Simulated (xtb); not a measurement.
Se(Br)(Me) (CH₃BrSe), SMILES C[Se]Br. All values are semi-empirical tight-binding results from xtb (GFN2-xTB unless named), good for trends rather than for accurate numbers. Geometry optimised at GFN2-xTB.

Problem. Estimate the properties. (Estimate from the structure and the level; the computed values follow.)

Solution. 
point group as xtb finds it: Cs
orbital gap: 2.73 eV
zero-point energy: 23.0 kcal/mol
G − E(el) at 298.15 K (modified RRHO): 4.2 kcal/mol
static polarisability (D4 model): 62.4 bohr³
solvation energy, GFN2-xTB/ALPB(water): -0.7 kcal/mol
solvation energy, GFN2-xTB/ALPB(octanol): -3.4 kcal/mol
